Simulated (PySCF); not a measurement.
C₄H₁₁NSi, SMILES C(/[SiH3])(=N\CC)C.

The structure is a stationary point at r2SCAN-D4/def2-SVP. The structure was generated by enumeration; whether it is a known compound was not checked. The values are those of a single conformer.

Two levels are set side by side: TDA-PBE/def2-SVPD (PySCF) and TDA-ωB97X/def2-SVPD (PySCF). Vertical, same geometry. The lowest singlet is HOMO→LUMO 99 % with PBE and HOMO→LUMO 96 % with the other functional; states are paired by order. Differences are taken from unrounded values.

| quantity | TDA-ωB97X |
|---|---|
| lowest singlet excitation (eV) | 4.53 |
| lowest triplet excitation (TDA) (eV) | 3.70 |
| first bright state (f over 0.05) (eV) | 7.05 |
| its oscillator strength | 0.12 |

Question: What does TDA-PBE give, and how far is it from TDA-ωB97X? (Estimate from the structure and the level; the computed values follow.)

Answer: 
| quantity | TDA-PBE | TDA-PBE minus TDA-ωB97X |
|---|---|---|
| lowest singlet excitation (eV) | 4.17 | -0.36 |
| lowest triplet excitation (TDA) (eV) | 3.34 | -0.36 |
| first bright state (f over 0.05) (eV) | 6.05 | -1.00 |
| its oscillator strength | 0.10 | -0.02 |

A lower first singlet is the usual sign of a functional without exact exchange. Differences between two approximate levels are no errors against the true value.

Rough cost on one machine, each run with all the roots and properties that it gave: TDA-ωB97X against TDA-PBE about 5 times.
